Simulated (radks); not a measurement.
Species: the lanthanum ion La41+. Configuration: [Ne] 3s1 3p5 (not the ground configuration).

Calculated with a radial shooting solver on a logarithmic mesh with Libxc functionals: Dirac Kohn-Sham, BLYP, spin-unpolarised, spherical densities, point nucleus; open shells fill j = l - 1/2 first.

Energy parts (eV):
total: -190896.13
kinetic: 206578.51
electron-nucleus: -419804.17
Hartree: 25641.90
exchange-correlation: -3312.37

Orbitals (lengths in bohr, moments of r in powers of bohr; r(90%) holds 90 % of the orbital's charge):
| orbital | occ. | eigenvalue (eV) | <r> | r(90%) |
|---|---|---|---|---|
| 1s1/2 | 2 | -41213.76 | 0.02506 | 0.0452 |
| 2s1/2 | 2 | -8557.380 | 0.1057 | 0.164 |
| 2p1/2 | 2 | -8234.792 | 0.08877 | 0.145 |
| 2p3/2 | 4 | -7812.021 | 0.09464 | 0.153 |
| 3s1/2 | 1 | -3312.230 | 0.2588 | 0.376 |
| 3p1/2 | 2 | -3193.851 | 0.2456 | 0.365 |
| 3p3/2 | 3 | -3088.672 | 0.2545 | 0.377 |

The highest occupied level is 3p3/2 at -3088.7 eV. The density falls to 0.001 e/bohr^3 at r = 0.75 bohr. Summed over all electrons, <r^2> = 0.5313 bohr^2, which gives a Langevin (diamagnetic) susceptibility term of -0.421 x 10^-6 cm^3/mol.
